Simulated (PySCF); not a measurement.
C₂H₅N₃Si, SMILES N[SiH]1N=CC=N1. Geometry: B3LYP-D3(BJ)/def2-SVP. The structure was generated by enumeration, and PubChem lists no compound with its InChIKey, so it may never have been made. Other conformers were not sampled.

The numbers are results of PySCF with B3LYP-D3(BJ)/def2-SVP, not measurements.

Harmonic wavenumbers (cm⁻¹): 117, 162, 249, 342, 418, 474, 528, 629, 699, 718, 773, 857, 880, 889, 915, 947, 1016, 1311, 1328, 1536, 1641, 1701, 2274, 3052, 3068, 3583, 3679. Rotational constants (GHz): 5.934, 2.755, 2.148; symmetry number 1.

### Question
Work out the zero-point energy and the ideal-gas rigid-rotor harmonic-oscillator thermochemistry at 298.15 K and 1 atm.

### Answer
ZPE = ½ Σ hcν = ½ × 33784 cm⁻¹ = 202.07 kJ/mol. H − E(el) = 221.74 kJ/mol. Entropy in J/(mol K): translation 166.08, rotation 111.37, vibration 54.08, total 331.53. G − E(el) = 122.89 kJ/mol. Cp = 107.39 J/(mol K). Modes under 150 cm⁻¹ make the vibrational entropy uncertain.
